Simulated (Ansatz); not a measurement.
Relaxation of CH6GeS (9 atoms, charge 0, multiplicity 1), to a largest force component of 0.03 eV/Å in at most 50 steps.

All numbers below come from RKS PBE/def2-SVP in Ansatz.

```xyz
9
Properties=species:S:1:pos:R:3:forces:R:3
Ge -1.005 -0.109 -0.071 -0.08 0.02 0.04
C 0.730 0.676 0.396 -0.03 0.51 0.30
S -0.233 -1.942 -1.119 -0.04 -0.08 -0.03
H 0.966 -1.382 -0.794 0.13 -0.45 -0.26
H -1.843 0.770 -1.040 0.01 0.02 0.04
H -1.851 -0.468 1.184 0.00 0.00 -0.04
H 0.650 1.622 0.971 -0.02 -0.02 -0.03
H 1.298 -0.050 1.010 -0.01 -0.01 0.00
H 1.288 0.882 -0.537 0.03 0.01 -0.02
```

Problem. Where does it end, and by what steps?

Solution. The run converged. The force dipped under the threshold on the way, but the program's further checks kept it going. After 16 steps the energy has fallen by 0.194 eV; H4 moved furthest, 1.06 Å.

| step | energy less start (eV) | largest force component (eV/Å) | accepted |
| --- | --- | --- | --- |
| 0 | 0.0000 | 0.506 | yes |
| 1 | -0.0924 | 0.273 | yes |
| 2 | -0.1338 | 0.362 | yes |
| 3 | -0.1172 | 0.909 | no |
| 4 | -0.1517 | 0.082 | yes |
| 5 | -0.1548 | 0.030 | yes |
| 6 | -0.1551 | 0.008 | yes |
| 7 | -0.1551 | 0.003 | yes |
| 8 | -0.1551 | 0.006 | yes |
| 9 | -0.1553 | 0.135 | yes |
| 10 | -0.1563 | 0.085 | yes |
| 11 | -0.1691 | 0.151 | yes |
| 12 | -0.1249 | 1.173 | no |
| 13 | -0.1767 | 0.091 | yes |
| 14 | -0.1831 | 0.099 | yes |
| 15 | -0.1848 | 0.370 | yes |
| 16 | -0.1945 | 0.023 | yes |

```xyz
9
Properties=species:S:1:pos:R:3
Ge -0.845 -0.152 -0.041
C 0.753 0.829 0.556
S -0.281 -2.205 -0.787
H 0.589 -1.728 -1.722
H -1.591 0.642 -1.152
H -1.814 -0.439 1.135
H 0.464 1.801 1.001
H 1.298 0.231 1.311
H 1.428 1.019 -0.302
```

Whether the end is a true minimum wasn't checked by a vibrational analysis.

Time of the run: 39 s on 2 threads of Intel(R) Xeon(R) Platinum 8259CL CPU @ 2.50GHz (Skylake/Cascade Lake), with other jobs on the host, peak memory 0.16 GiB.
